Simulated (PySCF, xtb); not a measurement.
InF, SMILES [F][In] (connectivity only; charge and spin as stated), neutral, multiplicity 1.

GFN2-xTB (xtb) at its own geometry gives an orbital gap of 5.99 eV and a dipole moment of 4.92 D.

Geometry optimised at r2SCAN-D4/def2-TZVP. The def2 effective core potentials stand for the cores of In; spin–orbit coupling is left out.

What does r2SCAN/def2-TZVPD (PySCF) give? (The exact figures need the calculation; the answer reports its results.)

gap 4.75 eV (levels -6.79 and -2.04 eV), dipole 3.12 D.
